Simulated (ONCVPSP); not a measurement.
Cutoff test, germanium, ONCV

- Element: Ge
- Generator: ONCVPSP 4.0.1
- Type: optimised norm-conserving Vanderbilt (ONCV)
- Functional: LDA (Perdew-Wang 92)
- Relativity: scalar-relativistic
- Frozen core: [Ne]
- Valence charge: 22
- Reference configuration: 3s2 3p6 3d10 4s2 4p2
- Partial waves: 3s+4s: rc 1.25 bohr, ncon 3, nbas 7, qcut 9.3 1/bohr, 3 projectors, debl 2 Ha; 3p+4p: rc 1.10 bohr, ncon 4, nbas 8, qcut 13.5 1/bohr, 2 projectors; 3d: rc 0.95 bohr, ncon 4, nbas 8, qcut 14.8 1/bohr, 3 projectors, debl 3 Ha; f scattering state at 0.17 Ha: rc 1.30 bohr, ncon 4, nbas 8, qcut 7.3 1/bohr, 2 projectors, debl 4 Ha
- Local potential: polynomial inside 0.75 bohr (lpopt 4, dvloc0 4 Ha)
- Core correction: Teter function, fcfact 3.5, rcfact 1.25

Q: For each optimised wave give the share of its norm inside rc, the residual kinetic energy above qcut (Ha) and the cutoffs (Ha) for errors of 10, 1, 0.1 and 0.01 mHa per electron.

A:

| wave | norm inside rc | residual KE | 10 mHa | 1 mHa | 0.1 mHa | 0.01 mHa |
| --- | --- | --- | --- | --- | --- | --- |
| 3s | 0.985 | 4.0e-07 | 18.0 | 23.1 | 27.4 | 30.8 |
| 4s | 0.111 | 4.0e-06 | 13.4 | 17.9 | 28.7 | 39.6 |
| s projector 3 | 0.102 | 9.5e-06 | 14.0 | 18.8 | 34.8 | 43.4 |
| 3p | 0.940 | 1.4e-07 | 47.9 | 60.1 | 70.2 | 79.0 |
| 4p | 0.028 | 1.2e-08 | 32.2 | 46.5 | 59.1 | 69.8 |
| 3d | 0.769 | 1.3e-04 | 85.6 | 98.5 | 115.7 | 265.7 |
| d projector 2 | 0.041 | 6.2e-05 | 75.6 | 93.4 | 106.8 | 185.7 |
| d projector 3 | 0.068 | 3.9e-04 | 87.0 | 103.7 | 125.5 | 223.1 |
| f projector 1 | 0.000 | 1.1e-07 | 0.4 | 0.9 | 2.4 | 7.2 |
| f projector 2 | 0.186 | 1.2e-02 | 27.4 | 38.4 | 98.0 | 162.4 |

The occupied waves need 98 Ha and 116 Ha for 1 and 0.1 mHa. Rows with under 1 % of the norm inside rc give no meaningful cutoff.
